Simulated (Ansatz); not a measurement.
This geometry of C$_{2}$H$_{8}$BClSi (13 atoms, charge 0, multiplicity 1) is a first-order saddle point.

Theory: RKS r2SCAN/6-31G in Ansatz 0.2.0.

```xyz
13
Properties=species:S:1:pos:R:3
C -0.660 -0.752 1.242
C -0.283 0.380 0.256
Si 1.542 0.091 -0.437
B -1.129 0.449 -1.026
Cl -1.380 2.037 -1.888
H -0.715 -1.719 0.729
H 0.070 -0.843 2.056
H -1.640 -0.554 1.693
H -0.230 1.352 0.770
H 1.994 -1.275 -0.005
H 1.605 0.162 -1.938
H 2.464 1.135 0.125
H -1.619 -0.498 -1.563
```

Question: Which two structures does it join? (They come from a converged band through this point; their orientation in space is the band's.)

Answer: No bond is made or broken. The dihedral C1–C2–Si3–H11 goes from 66 to -173°. The two ends are copies of one structure, up to a mirror image or an exchange of like atoms.

Initial state:

```xyz
13
Properties=species:S:1:pos:R:3
C -0.693 -0.907 1.081
C -0.263 0.360 0.302
Si 1.549 0.083 -0.399
B -1.113 0.677 -0.940
Cl -1.237 2.382 -1.572
H -0.744 -1.781 0.419
H 0.007 -1.137 1.894
H -1.687 -0.768 1.525
H -0.162 1.230 0.970
H 2.406 -0.354 0.757
H 1.537 -1.012 -1.430
H 2.107 1.336 -1.006
H -1.687 -0.143 -1.588
```

Final state:

```xyz
13
Properties=species:S:1:pos:R:3
C -0.630 -0.722 1.245
C -0.281 0.396 0.233
Si 1.538 0.089 -0.438
B -1.158 0.424 -1.030
Cl -1.390 1.968 -1.969
H -0.649 -1.705 0.758
H 0.095 -0.764 2.067
H -1.621 -0.548 1.682
H -0.222 1.381 0.723
H 1.585 -1.188 -1.229
H 2.014 1.226 -1.293
H 2.428 -0.056 0.765
H -1.689 -0.535 -1.501
```

Question: How far does it lie above each of them?

Answer: 0.050 eV above the first and 0.050 eV above the second. This is the barrier of this one path; another mechanism may lie lower. Limits of this set-up: no polarisation functions.

Run time: 4.2 min on 1 thread of Intel(R) Xeon(R) 6975P-C (Granite Rapids) (shared host), peak memory 0.17 GiB.
